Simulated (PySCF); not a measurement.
CH₃Si (SMILES C=[SiH]), doublet, geometry from GFN2-xTB.

Input for PySCF:
```python
from pyscf import gto, scf, dft

mol = gto.Mole()
mol.atom = '''
    C    -1.045433    0.377580    0.259299
    Si    0.551399   -0.278506   -0.142543
    H    -1.916246   -0.262417    0.256324
    H    -1.276894    1.393288   -0.038928
    H     1.746154    0.502727    0.222410
'''
mol.basis = '6-311+g(2d,p)'
mol.charge = 0
mol.spin = 1
mol.verbose = 5
mol.build()

mf = dft.UKS(mol)
mf.xc = 'pbe0'
mf = mf.density_fit(auxbasis='def2-universal-jkfit')
mf.kernel()
```

Question: Predict the dipole moment from DF-PBE0/6-311+G(2d,p) run with PySCF.

Answer: 0.43 D

Question: Estimate the <S^2> that DF-PBE0/6-311+G(2d,p) returns for this input.

Answer: 0.777

Question: What Mulliken (on the basis functions themselves) charges in atom order does DF-PBE0/6-311+G(2d,p) give?

Answer: C1 -0.52, Si2 0.29, H3 0.13, H4 0.13, H5 -0.04

Question: Give the total energy at the level DF-PBE0/6-311+G(2d,p).

Answer: -329.1298 Eh

These values belong to the state on which the SCF converged, which isn't shown to be the lowest.
